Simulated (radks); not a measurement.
Results of a calculation; reference values are marked as such.
Question: The mean radii <r> (bohr) of the occupied orbitals of an atom or ion are listed with their occupations. Level of theory: scalar-relativistic Kohn-Sham, BLYP, spin-polarised, spherical densities, finite nucleus; Fermi nuclear charge, rms radius of each element as measured or else 0.836 A^(1/3) + 0.57 fm (a radial shooting solver on a logarithmic mesh with Libxc functionals).

orbital  occ.      <r>
1s up       1  0.02507
1s down     1  0.02507
2s up       1   0.1073
2s down     1   0.1073
2p up       3  0.09411
2p down     3  0.09411
3s up       1   0.2824
3s down     1   0.2823
3p up       3   0.2796
3p down     3   0.2795
3d up       5   0.2551
3d down     5   0.2549
4s up       1   0.5967
4s down     1   0.5966
4p up       3   0.6142
4p down     1   0.6145

Name the element and its charge. Open shells, if any, are filled with parallel spins first.

Answer: Z = 57, lanthanum, charge +23: La23+ in [Ar] 3d10 4s2 4p4. The 1s radius gives Z: for a bare nucleus <r> = (2 gamma + 1)/(2Z) with gamma = sqrt(1 - (Z/c)^2), 0.02473 bohr for Z = 57, and screening makes it slightly larger (0.02507 here). The occupations add up to 34, and the charge is Z minus that.
